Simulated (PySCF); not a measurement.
Zn(NH2)(SiH3) (H5NSiZn), SMILES [Zn]([NH2])[SiH3].

Geometry: PBE0-D3(BJ)/def2-SVP. One conformer was computed; it need not be the lowest.

Method: TDDFT-LC-ωPBE/def2-SVPD run with PySCF.

Vertical excitations. Gas-phase values at a fixed geometry.

Computed lowest excited states:
```tsv
state	energy (eV)	λ (nm)	f	main pairs
S1	5.51	225	0.002	HOMO→LUMO 93 %
S2	5.90	210	0.067	HOMO→LUMO+2 51 %, HOMO→LUMO+1 28 %, HOMO→LUMO+3 13 %
S3	6.30	197	0.056	HOMO→LUMO+1 46 %, HOMO→LUMO+2 31 %, HOMO−1→LUMO+1 9 %, HOMO−1→LUMO+2 7 %
S4	6.31	197	0.072	HOMO−1→LUMO 93 %
S5	6.71	185	0.077	HOMO−1→LUMO+1 73 %, HOMO→LUMO+1 12 %
S6	7.40	167	0.596	HOMO−1→LUMO+2 72 %
S7	8.02	155	0.003	HOMO→LUMO+3 43 %, HOMO→LUMO+8 28 %, HOMO→LUMO+9 10 %
S8	8.35	148	0.001	HOMO−3→LUMO 49 %, HOMO→LUMO+5 8 %, HOMO−3→LUMO+5 8 %
S9	8.42	147	0.002	HOMO→LUMO+5 26 %, HOMO→LUMO+10 15 %, HOMO−1→LUMO+5 10 %, HOMO→LUMO+7 9 %
S10	8.47	146	0.001	HOMO−1→LUMO+5 29 %, HOMO→LUMO+7 20 %, HOMO→LUMO+10 15 %, HOMO−4→LUMO 11 %
T1	5.09	244	0	HOMO−1→LUMO 59 %, HOMO→LUMO 29 %
T2	5.26	236	0	HOMO→LUMO+1 73 %
T3	5.41	229	0	HOMO−1→LUMO+1 39 %, HOMO→LUMO+2 37 %, HOMO−1→LUMO+2 7 %
T4	5.54	224	0	HOMO→LUMO 64 %, HOMO−1→LUMO 27 %
```
Triplets are in the Tamm–Dancoff approximation, which puts them higher than full response would, so one can lie above its singlet here.
